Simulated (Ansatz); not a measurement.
Start from `[NH2][Cr]([NH2])(=[O])=[O]` and change one atom or group to get `[NH2][Cr](=[O])(=[O])[Cl]`.

Ansatz, PBE0-D4/def2-TZVP geometries, multiplicity 1. Each molecule was computed in one conformer, which needn't be the lowest.

Scalar relativity is left out up to krypton.

```json
{"property": "HOMO–LUMO gap (PBE0/def2-TZVPP) / eV", "`[NH2][Cr]([NH2])(=[O])=[O]`": "4.50"}
{"property": "size of the dipole moment (PBE/def2-TZVPP) / D", "`[NH2][Cr]([NH2])(=[O])=[O]`": "2.96"}
{"property": "HOMO energy (PBE0/def2-TZVPP) / eV", "`[NH2][Cr]([NH2])(=[O])=[O]`": "-7.35"}
{"property": "size of the dipole moment (ωB97M-V/def2-TZVPP) / D", "`[NH2][Cr]([NH2])(=[O])=[O]`": "2.90"}
{"property": "HOMO–LUMO gap (PBE/def2-TZVPP) / eV", "`[NH2][Cr]([NH2])(=[O])=[O]`": "2.33"}
{"property": "HOMO energy (ωB97M-V/def2-TZVPP) / eV", "`[NH2][Cr]([NH2])(=[O])=[O]`": "-9.56"}
```

Problem. What does the change do to each property? (An estimate is asked.)

Solution. The calculation gave: 
```tsv
property	`[NH2][Cr](=[O])(=[O])[Cl]`	shift
HOMO–LUMO gap (PBE0/def2-TZVPP) / eV	4.86	0.36
size of the dipole moment (PBE/def2-TZVPP) / D	3.71	0.75
HOMO energy (PBE0/def2-TZVPP) / eV	-8.70	-1.35
size of the dipole moment (ωB97M-V/def2-TZVPP) / D	3.83	0.93
HOMO–LUMO gap (PBE/def2-TZVPP) / eV	2.86	0.53
HOMO energy (ωB97M-V/def2-TZVPP) / eV	-10.87	-1.31
```

With PBE0 the HOMO falls by 1.35 eV and the LUMO falls by 0.99 eV, so the gap widens by about 0.36 eV. PBE moves the HOMO by -1.33 eV and ωB97M-V by -1.31 eV. The zero-point energy changes by -59.6 kJ/mol with -6 modes. Dipoles are sizes alone; their direction can turn.
